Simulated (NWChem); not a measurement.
System: GaH2S2F; SMILES [F][Ga]([SH])[SH]

Here is an NWChem input.

```
start job
memory heap 200 mb stack 900 mb global 1100 mb
geometry units angstroms noautoz
  Ga    -0.251641    -0.006829     0.000720
  F     -1.998324     0.109114     0.000542
  S      0.843139     1.888848     0.001886
  H     -0.305117     2.603399     0.002155
  S      0.602444    -2.018807    -0.000301
  H      1.871463    -1.552267     0.000128
end
basis spherical
  Ga library def2-svp
  F library def2-svp
  S library def2-svp
  H library def2-svp
end
dft
  xc b3lyp
  iterations 150
end
tddft
  cis
  nroots 6
  notriplet
end
task tddft energy
```

NWChem printed, in part:

```
             Northwest Computational Chemistry Package (NWChem) 7.3.0
             --------------------------------------------------------

 CS  symmetry detected

                             Geometry "geometry" -> ""
                             -------------------------

 Output coordinates in angstroms (scale by  1.889725989 to convert to a.u.)

  No.       Tag          Charge          X              Y              Z
 ---- ---------------- ---------- -------------- -------------- --------------
    1 Ga                  31.0000    -0.23669344    -0.01065943     0.00000000
    2 F                    9.0000    -1.98612409     0.05128193     0.00000000
    3 S                   16.0000     0.79901640     1.91792581     0.00000000
    4 H                    1.0000    -0.37076070     2.59667214     0.00000000
    5 S                   16.0000     0.67912396    -1.99529949     0.00000000
    6 H                    1.0000     1.93312851    -1.48978830     0.00000000

 Effective nuclear repulsion energy (a.u.)     436.3610167774

      Symmetry information
      --------------------

 Group name             Cs
 Group number              2
 Group order               2
 No. of unique centers     6

                                 NWChem DFT Module
                                 -----------------

 Summary of "ao basis" -> "ao basis" (spherical)
 ------------------------------------------------------------------------------
       Tag                 Description            Shells   Functions and Types
 ---------------- ------------------------------  ------  ---------------------
 Ga                         def2-svp                12       32   5s4p3d
 F                          def2-svp                 6       14   3s2p1d
 S                          def2-svp                 8       18   4s3p1d
 H                          def2-svp                 3        5   2s1p

      Symmetry analysis of basis
      --------------------------

        a'         66
        a"         26

            General Information
            -------------------
          SCF calculation type: DFT
          Wavefunction type:  closed shell.
          No. of atoms     :     6
          No. of electrons :    74
           Alpha electrons :    37
            Beta electrons :    37
          Charge           :     0
          Spin multiplicity:     1
          Use of symmetry is: off; symmetry adaption is: on
          Maximum number of iterations: 150
          AO basis - number of functions:    92
                     number of shells:    40
          Convergence on energy requested:  1.00D-06
          Convergence on density requested:  1.00D-05
          Convergence on gradient requested:  5.00D-04

              XC Information
              --------------
                         B3LYP Method XC Potential
                     Hartree-Fock (Exact) Exchange  0.200
                        Slater Exchange Functional  0.800 local
                    Becke 1988 Exchange Functional  0.720 non-local
              Lee-Yang-Parr Correlation Functional  0.810
                  VWN I RPA Correlation Functional  0.190 local

             Grid Information
             ----------------
          Grid used for XC integration:  medium
          Radial quadrature: Mura-Knowles
          Angular quadrature: Lebedev.
          Tag              B.-S. Rad. Rad. Pts. Rad. Cut. Ang. Pts.
          ---              ---------- --------- --------- ---------
          Ga                  1.30      112           8.0       590
          F                   0.50       49          11.0       434
          S                   1.00       88          12.0       590
          H                   0.35       45          12.0       434
          Grid pruning is: on
          Number of quadrature shells:   427
          Spatial weights used:  Erf1

      Superposition of Atomic Density Guess
      -------------------------------------

 Sum of atomic energies:       -2817.96156734

      Non-variational initial energy
      ------------------------------

 Total energy =   -2818.620117
 1-e energy   =   -4794.416871
 2-e energy   =    1539.435737
 HOMO         =      -0.320186
 LUMO         =      -0.013587

      Symmetry analysis of molecular orbitals - initial
      -------------------------------------------------

  Numbering of irreducible representations:

     1 a'          2 a"

  Orbital symmetries:

[...]

                                NWChem TDDFT Module
                                -------------------

            General Information
            -------------------
           No. of orbitals :     184
            Alpha orbitals :      92
             Beta orbitals :      92
        Alpha frozen cores :       0
         Beta frozen cores :       0
     Alpha frozen virtuals :       0
      Beta frozen virtuals :       0
         Spin multiplicity :       1
    Number of AO functions :      92
        Use of symmetry is : off
      Symmetry adaption is : on
         Schwarz screening :  0.10D-07

              XC Information
              --------------
                  B3LYP Method XC Potential
              Hartree-Fock (Exact) Exchange   0.20
                 Slater Exchange Functional   0.80 local
             Becke 1988 Exchange Functional   0.72 non-local
       Lee-Yang-Parr Correlation Functional   0.81
           VWN I RPA Correlation Functional   0.19 local

             TDDFT Information
             -----------------
          Calculation type : Tamm-Dancoff TDDFT
         Wavefunction type : Restricted singlets
          No. of electrons :      74
           Alpha electrons :      37
            Beta electrons :      37
              No. of roots :       6
          Max subspacesize :    5200
            Max iterations :     100
               Target root :       1
           Target symmetry : none
      Symmetry restriction : off
                 Algorithm : Optimal
        Davidson threshold :  0.10D-03

    6 smallest eigenvalue differences (eV)
--------------------------------------------------------
  No. Spin  Occ  Vir  Irrep   E(Occ)    E(Vir)   E(Diff)
--------------------------------------------------------
    1    1   37   38 a"       -0.275    -0.047     6.219
    2    1   37   39 a'       -0.275    -0.030     6.677
    3    1   36   38 a"       -0.295    -0.047     6.741
    4    1   36   39 a'       -0.295    -0.030     7.199
    5    1   35   38 a'       -0.320    -0.047     7.422
    6    1   37   40 a"       -0.275     0.002     7.555
--------------------------------------------------------

  Entering Davidson iterations
  Restricted singlet excited states

  Iter   NTrls   NConv    DeltaV     DeltaE      Time
  ----  ------  ------  ---------  ---------  ---------
    1      6       0     0.15E+00   0.10+100        5.6
    2     12       0     0.59E-01   0.34E-01        5.6
    3     18       0     0.46E-01   0.10E-01        5.6
    4     24       1     0.30E-01   0.21E-01        5.7
    5     29       1     0.19E-01   0.51E-02        5.4
    6     34       3     0.51E-02   0.10E-02        5.4
    7     37       5     0.11E-02   0.53E-04        4.6
    8     38       5     0.19E-03   0.13E-05        3.9
    9     39       6     0.42E-04   0.63E-07        4.0
  ----  ------  ------  ---------  ---------  ---------
  Convergence criterion met

  Ground state a'      -2821.908751724644 a.u.

  ----------------------------------------------------------------------------
  Root   1 singlet a"             0.187441188 a.u.                5.1005 eV
  ----------------------------------------------------------------------------
     Transition Moments    X  0.00000   Y -0.00000   Z  0.00827
     Dipole Oscillator Strength                    0.0000085425
     Electric Quadrupole                           0.0000000594
     Magnetic Dipole                               0.0000001713
     Total Oscillator Strength                     0.0000087732

     Occ.   37  a"  ---  Virt.   38  a'      -0.99643
     Occ.   37  a"  ---  Virt.   40  a'       0.05389
  ----------------------------------------------------------------------------
  Root   2 singlet a"             0.209170166 a.u.                5.6918 eV
  ----------------------------------------------------------------------------
     Transition Moments    X -0.00000   Y  0.00000   Z -0.53293
     Dipole Oscillator Strength                    0.0396045328
     Electric Quadrupole                           0.0000000043
     Magnetic Dipole                               0.0000000619
     Total Oscillator Strength                     0.0396045990

     Occ.   36  a"  ---  Virt.   38  a'       0.99258
     Occ.   36  a"  ---  Virt.   40  a'      -0.06085
  ----------------------------------------------------------------------------
  Root   3 singlet a'             0.215277563 a.u.                5.8580 eV
  ----------------------------------------------------------------------------
     Transition Moments    X -0.05827   Y  0.24766   Z  0.00000
     Dipole Oscillator Strength                    0.0092900455
     Electric Quadrupole                           0.0000000068
     Magnetic Dipole                               0.0000000063
     Total Oscillator Strength                     0.0092900586

     Occ.   35  a'  ---  Virt.   38  a'       0.49167
     Occ.   37  a"  ---  Virt.   39  a"       0.86606
  ----------------------------------------------------------------------------
  Root   4 singlet a"             0.235232667 a.u.                6.4010 eV
  ----------------------------------------------------------------------------
     Transition Moments    X -0.00000   Y -0.00000   Z  0.02773
     Dipole Oscillator Strength                    0.0001205479
     Electric Quadrupole                           0.0000000388
     Magnetic Dipole                               0.0000018188
     Total Oscillator Strength                     0.0001224056

[...]
```

Level: B3LYP/def2-SVP, TDA. All runs use the structure optimised with PBE0/def2-SVP. B3LYP is NWChem's, with the RPA form of VWN correlation.
